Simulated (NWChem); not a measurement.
System: HgCl, doublet; SMILES [Cl][Hg]

The following NWChem deck was run.

```
start job
memory heap 200 mb stack 900 mb global 1100 mb
geometry units angstroms
  Hg    -0.233697    -0.226176    -0.222820
  Cl     1.322239     1.279685     1.260696
end
basis spherical
  * library def2-svp
end
ecp
  Hg library def2-ecp
end
dft
  odft
  mult 2
  xc pbe0
  iterations 150
end
driver
  maxiter 120
end
task dft optimize
dft
  grid fine
  convergence energy 1d-8 density 1d-7
end
task dft freq numerical
```

Excerpt of the output:

```
             Northwest Computational Chemistry Package (NWChem) 7.3.0
             --------------------------------------------------------

 ORDER OF PRIMARY AXIS IS BEING SET TO 4
 C4V symmetry detected

                             Geometry "geometry" -> ""
                             -------------------------

 Output coordinates in angstroms (scale by  1.889725989 to convert to a.u.)

  No.       Tag          Charge          X              Y              Z
 ---- ---------------- ---------- -------------- -------------- --------------
    1 Hg                  80.0000     0.00000000     0.00000000    -0.46000978
    2 Cl                  17.0000     0.00000000     0.00000000     2.16475191

 Effective nuclear repulsion energy (a.u.)     274.1891053981

      Symmetry information
      --------------------

 Group name             C4v
 Group number             18
 Group order               8
 No. of unique centers     2

                                Z-matrix (autoz)
                                --------

 Units are Angstrom for bonds and degrees for angles

      Type          Name      I     J     K     L     M      Value
      ----------- --------  ----- ----- ----- ----- ----- ----------
    1 Stretch                  1     2                       2.62476

                           NWChem Geometry Optimization
                           ----------------------------

 maximum gradient threshold         (gmax) =   0.000450
 rms gradient threshold             (grms) =   0.000300
 maximum cartesian step threshold   (xmax) =   0.001800
 rms cartesian step threshold       (xrms) =   0.001200
 fixed trust radius                (trust) =   0.300000
 source of zmatrix                         =   autoz

          -------------------
          Energy Minimization
          -------------------

 Using diagonal initial Hessian
 Scaling for Hessian diagonals: bonds = 1.00  angles = 0.25  torsions = 0.10

          --------
          Step   0

                                 NWChem DFT Module
                                 -----------------

 Summary of "ao basis" -> "ao basis" (spherical)
 ------------------------------------------------------------------------------
       Tag                 Description            Shells   Functions and Types
 ---------------- ------------------------------  ------  ---------------------
 Hg                         def2-svp                12       32   6s3p2d1f
 Cl                         def2-svp                 8       18   4s3p1d

      Symmetry analysis of basis
      --------------------------

        a1         20
        a2          0
        b1          4
        b2          4
        e          22

            General Information
            -------------------
          SCF calculation type: DFT
          Wavefunction type:  spin polarized.
          No. of atoms     :     2
          No. of electrons :    37
           Alpha electrons :    19
            Beta electrons :    18
          Charge           :     0
          Spin multiplicity:     2
          Use of symmetry is: on ; symmetry adaption is: on
          Maximum number of iterations: 150
          AO basis - number of functions:    50
                     number of shells:    20
          Convergence on energy requested:  1.00D-06
          Convergence on density requested:  1.00D-05
          Convergence on gradient requested:  5.00D-04

              XC Information
              --------------
                         PBE0 Method XC Functional
                     Hartree-Fock (Exact) Exchange  0.250
          PerdewBurkeErnzerhof Exchange Functional  0.750
            Perdew 1991 LDA Correlation Functional  1.000 local
           PerdewBurkeErnz. Correlation Functional  1.000 non-local

             Grid Information
             ----------------
          Grid used for XC integration:  medium
          Radial quadrature: Mura-Knowles
          Angular quadrature: Lebedev.
          Tag              B.-S. Rad. Rad. Pts. Rad. Cut. Ang. Pts.
          ---              ---------- --------- --------- ---------
          Hg                  1.50      123           8.0       590
          Cl                  1.00       88          10.0       590
          Grid pruning is: on
          Number of quadrature shells:   211
          Spatial weights used:  Erf1

      Superposition of Atomic Density Guess
      -------------------------------------

 Sum of atomic energies:        -633.46841017

      Non-variational initial energy
      ------------------------------

 Total energy =    -611.808452
 1-e energy   =   -1042.017507
 2-e energy   =     361.661779
 HOMO         =      -0.248386
 LUMO         =       0.087679

   Symmetry analysis of molecular orbitals - initial alpha
   -------------------------------------------------------

 !! scf_movecs_sym_adapt:    8 vectors were symmetry contaminated

  Symmetry fudging

 !! scf_movecs_sym_adapt:    4 vectors were symmetry contaminated

  Numbering of irreducible representations:

     1 a1          2 a2          3 b1          4 b2          5 e

  Orbital symmetries:

[...]

      ----------------------
      Optimization converged
      ----------------------

  Step       Energy      Delta E   Gmax     Grms     Xrms     Xmax
  ---- ---------------- -------- -------- -------- -------- --------
@    3    -613.38561543 -4.0D-08  0.00001  0.00001  0.00035  0.00061
                                     ok       ok       ok       ok

                                Z-matrix (autoz)
                                --------

 Units are Angstrom for bonds and degrees for angles

      Type          Name      I     J     K     L     M      Value     Gradient
      ----------- --------  ----- ----- ----- ----- ----- ---------- ----------
    1 Stretch                  1     2                       2.44996   -0.00001

                         Geometry "geometry" -> "geometry"
                         ---------------------------------

 Output coordinates in angstroms (scale by  1.889725989 to convert to a.u.)

  No.       Tag          Charge          X              Y              Z
 ---- ---------------- ---------- -------------- -------------- --------------
    1 Hg                  80.0000     0.00000000     0.00000000    -0.37261021
    2 Cl                  17.0000     0.00000000     0.00000000     2.07735233

 Effective nuclear repulsion energy (a.u.)     293.7518621919

      Symmetry information
      --------------------

 Group name             C4v
 Group number             18
 Group order               8
 No. of unique centers     2

                Final and change from initial internal coordinates
                --------------------------------------------------

                                Z-matrix (autoz)
                                --------

 Units are Angstrom for bonds and degrees for angles

      Type          Name      I     J     K     L     M      Value       Change
      ----------- --------  ----- ----- ----- ----- ----- ---------- ----------
    1 Stretch                  1     2                       2.44996   -0.17480

 ==============================================================================
                                internuclear distances
 ------------------------------------------------------------------------------
       center one      |      center two      | atomic units |  angstroms
 ------------------------------------------------------------------------------
    2 Cl               |   1 Hg               |     4.62976  |     2.44996
 ------------------------------------------------------------------------------
                         number of included internuclear distances:          1
 ==============================================================================

[second-derivative integrals and response iterations left out]

  Vibrational analysis via the FX method

  See chapter 2 in "Molecular Vibrations" by Wilson, Decius and Cross

  Vib: Default input used

[...]

 Rotational Constants
 --------------------
 A=   0.000000 cm-1  (  0.000000 K)
 B=   0.094221 cm-1  (  0.135560 K)
 C=   0.094221 cm-1  (  0.135560 K)

 Temperature                      =   298.15K
 frequency scaling parameter      =   1.0000

 Linear Molecule

 Zero-Point correction to Energy  =    0.359 kcal/mol  (  0.000571 au)
 Thermal correction to Energy     =    2.143 kcal/mol  (  0.003416 au)
 Thermal correction to Enthalpy   =    2.736 kcal/mol  (  0.004360 au)

 Total Entropy                    =   61.266 cal/mol-K
   - Translational                =   42.270 cal/mol-K (mol. weight = 236.9394)
   - Rotational                   =   17.273 cal/mol-K (symmetry #  =        1)
   - Vibrational                  =    1.723 cal/mol-K

 Cv (constant volume heat capacity) =    6.726 cal/mol-K
   - Translational                  =    2.979 cal/mol-K
   - Rotational                     =    1.986 cal/mol-K
   - Vibrational                    =    1.760 cal/mol-K

[normal modes left out]

 ----------------------------------------------------------------------------
 Normal Eigenvalue ||           Projected Infra Red Intensities
  Mode   [cm**-1]  || [atomic units] [(debye/angs)**2] [(KM/mol)] [arbitrary]
 ------ ---------- || -------------- ----------------- ---------- -----------
    1       -0.000 ||    0.000000           0.000         0.000       0.000
    2        0.000 ||    0.000278           0.006         0.271       1.408
    3        0.000 ||    0.000278           0.006         0.271       1.408
    4        0.000 ||    0.001605           0.037         1.565       8.133
    5        0.000 ||    0.001605           0.037         1.565       8.133
    6      250.977 ||    0.008075           0.186         7.872      40.917
 ----------------------------------------------------------------------------
```

Level: PBE0/def2-SVP with def2 effective core potentials on Hg, spin-unrestricted. This spin state was assumed; another may lie lower. def2 effective core potentials on Hg; no spin-orbit coupling.
